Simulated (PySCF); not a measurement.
Si(GeH3)(Me)3, SMILES C[Si](C)(C)[GeH3] (C3H12GeSi), GFN2-xTB optimised geometry.

```
17

C      1.06    -1.36     2.68
Si    -0.28    -0.42     1.70
C     -1.49    -1.66     0.90
C     -1.24     0.74     2.87
Ge     0.75     0.86     0.00
H      0.63    -1.97     3.47
H      1.76    -0.67     3.14
H      1.63    -2.02     2.02
H     -2.25    -1.15     0.33
H     -1.98    -2.28     1.64
H     -0.96    -2.33     0.22
H     -1.73     0.19     3.67
H     -0.57     1.46     3.33
H     -2.00     1.29     2.33
H      2.25     0.86     0.00
H      0.43     0.46    -1.41
H      0.43     2.33     0.00
```

Density from B3LYP/def2-SVP (PySCF 2.14.0) at that geometry.

Minimum of the electron density along straight lines between bonded atoms, close to the bond critical point (lines longer than 1.1 times the sum of covalent radii, or with two minima, are not listed):

| bond | length / Å | ρ at the minimum / e bohr⁻³ | ∇²ρ there / e bohr⁻⁵ | position (fraction from the first atom) |
|---|---|---|---|---|
| C1–Si2 | 1.907 | 0.110 | 0.30 | 0.62 |
| Si2–C3 | 1.907 | 0.110 | 0.30 | 0.38 |
| Si2–C4 | 1.907 | 0.110 | 0.30 | 0.38 |
| Si2–Ge5 | 2.364 | 0.090 | -0.06 | 0.35 |
| C1–H6 | 1.086 | 0.272 | -0.97 | 0.62 |
| C1–H7 | 1.087 | 0.272 | -0.97 | 0.62 |
| C1–H8 | 1.087 | 0.272 | -0.97 | 0.62 |
| C3–H9 | 1.087 | 0.272 | -0.97 | 0.62 |
| C3–H10 | 1.086 | 0.272 | -0.97 | 0.62 |
| C3–H11 | 1.087 | 0.272 | -0.97 | 0.62 |
| C4–H12 | 1.086 | 0.272 | -0.97 | 0.62 |
| C4–H13 | 1.087 | 0.272 | -0.97 | 0.62 |
| C4–H14 | 1.087 | 0.272 | -0.97 | 0.62 |
| Ge5–H15 | 1.502 | 0.138 | 0.09 | 0.59 |
| Ge5–H16 | 1.502 | 0.138 | 0.09 | 0.59 |
| Ge5–H17 | 1.502 | 0.138 | 0.09 | 0.59 |
